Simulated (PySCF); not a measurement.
**Bond curve of CsH**

Set-up: PySCF, scalar-relativistic core potentials, basis sets Cs def2-TZVP with ECP46, H def2-TZVP. Energies in eV from Cs + H in their ground configurations at the same level. All curves are PBE0. state 1: ¹Σ⁺ (singlet), closed shell; state 2: triplet, unpaired electrons σ ↑↑, a second solution, started from another occupation.

```csv
R (Å),state 1,state 2
2.156,-1.443,0.7964
2.256,-1.572,0.6508
2.357,-1.647,0.5363
2.432,-1.675,0.4664
2.507,-1.683,0.4077
2.582,-1.675,0.3580
2.683,-1.645,0.3033
2.808,-1.583,0.2494
2.958,-1.486,0.2001
3.159,-1.331,0.1522
```

**Question.** Put a parabola through the three lowest points of the state 1 curve and estimate Re, k and ωe (reduced mass 1.0 u; 1 eV/Å² = 0.16022 mdyn/Å; ωe = 1302.8·√(k/μ) cm⁻¹).

**Answer.** Through R = 2.432, 2.507, 2.582 Å the second-order coefficient is 1.42 eV/Å², so Re ≈ 2.507 Å, k ≈ 0.456 mdyn/Å and ωe ≈ 879 cm⁻¹. A polynomial fit of higher order to the unrounded PBE0 energies gives Re = 2.505 Å, k = 0.452 mdyn/Å, ωe = 875 cm⁻¹; anharmonicity and rounding make the difference.

The higher-order fit for each curve: state 1: Re = 2.505 Å, ωe = 875 cm⁻¹, De = 1.68 eV. State 2 gave no clean fit.

Spin–orbit coupling is left out.
